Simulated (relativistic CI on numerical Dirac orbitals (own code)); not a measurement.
## One change at a time: Rh I

Base calculation: Dirac-Coulomb-Breit CI, orbitals from a KLI potential per configuration, QED by a radiative potential, valence Slater integrals scaled by 0.85, P86 correlation energy added to each configuration.

Configurations in the expansion (outside the closed core [Kr]): 4d8 5s, 4d9, 4d8 5p, 4d7 5s2, 4d8 5d, 4d8 6s, 4d8 7s, 4d8 6p, 4d8 4f, 4d8 7p, 4d8 6d, 4d7 5s 5p, 4d8 5g, 4d8 5f, 4d8 7d, 4d8 6g. Levels of other configurations are missing.

The lowest level and the first level of each name with at least 55 % of one term (blank where a level has no safe partner in the second run):

| Level | Base (cm⁻¹) | Shift (cm⁻¹) |
| --- | --- | --- |
| 4d8 5s 4F_9/2 | 0.0 | 0.0 |
| 4d8 5s 4F_7/2 | 1513.9 | -32.3 |
| 4d8 5s 4F_5/2 | 2717.0 | -47.2 |
| 4d8 5s 4F_3/2 | 3441.7 | -82.2 |
| 4d9 2D_5/2 | 5164.0 | -592.8 |
| 4d8 5s 2F_7/2 | 6870.3 | -712.3 |
| 4d9 2D_3/2 | 7257.7 | -582.2 |
| 4d8 5s 2F_5/2 | 9125.4 | -809.1 |
| 4d8 5s 4P_5/2 | 11019.4 | -1210.2 |
| 4d8 5s 4P_3/2 | 12199.6 | -1244.4 |
| 4d8 5s 4P_1/2 | 12751.3 | -1245.2 |
| 4d8 5s 2D_5/2 | 14896.9 | -1392.3 |
| 4d7 5s2 4F_9/2 | 15138.3 | +894.0 |
| 4d8 5s 2P_1/2 | 16429.8 | -1400.2 |
| 4d8 5s 2G_7/2 | 16931.7 | -1566.0 |
| 4d8 5s 2G_9/2 | 17037.2 | -1967.5 |
| 4d7 5s2 4F_7/2 | 17323.7 | +484.0 |
| 4d7 5s2 4F_5/2 | 18439.4 | +592.3 |
| 4d7 5s2 4F_3/2 | 19247.2 | +564.3 |
| 4d8 5p 4D°_7/2 | 23206.9 | +236.5 |
| 4d8 5p 4D°_5/2 | 24818.2 | +167.9 |
| 4d8 5p 4G°_11/2 | 25134.0 | -42.0 |

For a near-neutral ion this model can misplace configurations by up to about 10,000 cm⁻¹ (more where the count of f electrons changes) and terms by 10 to 25 % of their spread. Rates follow the energies as ν³ (E1, M1) or ν⁵ (E2), so they and the lifetimes can be off by large factors. The fine structure of a lone outer electron comes out too small, for d and f at times inverted, and misplaced configurations move strength between like terms. 14 of the 21 excited levels that our extract of the measured tables holds in this range could be paired (the sources list more); they are missed by 2442 cm⁻¹ on average and 4218 at most, and levels without a partner can miss by more. Some levels of the ground configuration have no partner and can miss by 10 % or more.

Question: One thing was changed in a second run, which moved the levels as shown. Which?
A. only the first 3 configurations
B. QED terms removed
C. valence Slater integrals scaled by 0.75
D. Slater integrals left unscaled
E. Breit term removed
F. configuration mixing switched off

Answer: C. Valence Slater integrals scaled by 0.75. Scaling acts on the splittings between terms and on the mixing, and leaves the fine structure of pure LS terms nearly alone; in jj coupling it moves the levels of one term differently.

LS names give the leading component of a level, which can be under half, so a name can repeat, a term be missing and a line seem to break the LS rules.
